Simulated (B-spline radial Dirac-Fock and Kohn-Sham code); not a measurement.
## Form factor and incoherent scattering function of Mo³²⁺

System: molybdenum as Mo³²⁺ in the configuration 1s2 2s2 2p6.

Input of the calculation (task.json; shells as n, l, electrons):

```json
{"items": [{
  "Z": 42,
  "q": 32,
  "cfg": [[1, 0, 2], [2, 0, 2], [2, 1, 6]],
  "A": 98,
  "rrms": 4.4091,
  "do": ["scatter"],
  "s": [0.0, 0.05, 0.1, 0.15, 0.2, 0.25, 0.3, 0.35, 0.4, 0.45, 0.5, 0.6, 0.7, 0.8, 0.9, 1.0, 1.1, 1.2, 1.4, 1.6, 1.8, 2.0, 2.5, 3.0, 3.5, 4.0, 5.0, 6.0],
  "pz": [0, 0.1, 0.2, 0.3, 0.4, 0.5, 0.6, 0.8, 1.0, 1.2, 1.4, 1.6, 1.8, 2.0, 2.5, 3.0, 4.0, 5.0, 7.0, 10.0, 15.0, 20.0, 30.0, 40.0, 60.0, 100.0],
  "hv_scatter": [2000, 10000, 20000, 30000, 50000, 200000, 500000, 1000000]
}]}
```

Command: `python xray_run.py task.json out`

These are calculated numbers from a radial atomic solver; the model is Dirac-Fock orbitals of the configuration average with a finite nucleus. f₀ is the Fourier transform of the spherical electron density, S the Waller-Hartree incoherent function, and s = sin θ/λ. The electron scattering factor follows from the Mott-Bethe formula f_e = 0.023934 Å⁻¹·(Z − f₀)/s².

```
s (Å⁻¹)      f₀      S  f_e (Å)
      0  10.000  0.000        –
   0.05   9.997  0.004  306.387
    0.1   9.987  0.015   76.621
   0.15   9.970  0.035   34.071
    0.2   9.947  0.061   19.179
   0.25   9.917  0.096   12.286
    0.3   9.881  0.137    8.541
   0.35   9.839  0.186    6.284
    0.4   9.790  0.242    4.818
   0.45   9.735  0.304    3.813
    0.5   9.674  0.374    3.095
    0.6   9.536  0.531    2.158
    0.7   9.375  0.713    1.594
    0.8   9.195  0.915    1.227
    0.9   8.996  1.136    0.975
      1   8.781  1.374    0.795
    1.1   8.551  1.625    0.662
    1.2   8.309  1.886    0.560
    1.4   7.796  2.432    0.418
    1.6   7.257  2.990    0.325
    1.8   6.709  3.545    0.261
      2   6.165  4.082    0.214
    2.5   4.893  5.285    0.142
      3   3.828  6.243    0.102
    3.5   3.005  6.963    0.076
      4   2.406  7.493    0.059
      5   1.698  8.188    0.039
      6   1.360  8.633    0.027
```

f₀ starts at the number of electrons, 10, and has fallen to half at s ≈ 2.46 Å⁻¹. The sum of ⟨r²⟩ over the electrons is 0.1807 bohr². For an ion f_e diverges as s goes to zero, because of the net charge.
